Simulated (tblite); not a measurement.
C₂H₅, charge -1, singlet, at a GFN2-xTB geometry; GFN1-xTB (tblite 0.6.0).

Here is a job for tblite.
```
$ tblite run mol.xyz --method gfn1 --charge -1 --spin 0 --grad --json tblite.json --no-restart

# file mol.xyz
7

C     -0.01030605     0.12039198     0.84239216
C      0.00777321     0.03042594    -0.68103923
H     -0.90060325    -0.50218287     1.18466735
H      0.87721669    -0.49440679     1.20530634
H      0.01788960    -0.99414568    -1.16642992
H     -0.87309007     0.53904978    -1.10608662
H      0.89378407     0.54677798    -1.08557470
```

Predict the main parts of the log of this tblite run.


```
xTB calculator
 | screened Coulomb repulsion
 | Coulomb electrostatics
 |  * isotropic Klopman-Ohno-Mataga-Nishimoto electrostatics
 |  * onsite third-order electrostatics
 | DFT-D3(BJ) dispersion correction

halogen bonding energy    0.0000000000000E+00 Eh
repulsion energy          7.7214867352030E-02 Eh
dispersion energy        -1.1191009141200E-03 Eh
number of electrons       1.4000000000000E+01 e
integral cutoff           1.9731147476801E+01 bohr

------------------------------------------------------------
  cycle        total energy    energy error   density error
------------------------------------------------------------
      1     -7.016947556864  -7.0930433E+00   6.0782156E-01
      2     -7.030669907576  -1.3722351E-02   3.5031333E-01
      3     -7.031436671188  -7.6676361E-04   3.8476437E-02
      4     -7.031683797488  -2.4712630E-04   4.4879094E-03
      5     -7.031702213309  -1.8415821E-05   1.5820088E-03
      6     -7.031704071766  -1.8584565E-06   1.8062201E-04
      7     -7.031704072680  -9.1486374E-10   6.4560650E-05
      8     -7.031704072783  -1.0284218E-10   3.5725764E-06
------------------------------------------------------------

electronic energy        -7.1077998392212E+00 Eh
total energy             -7.0317040727833E+00 Eh

Post processing:
 | Mayer-Wiberg bond orders

[Info] Tight-binding results written to 'tblite.txt'
[Info] JSON dump of results written to 'tblite.json'
```
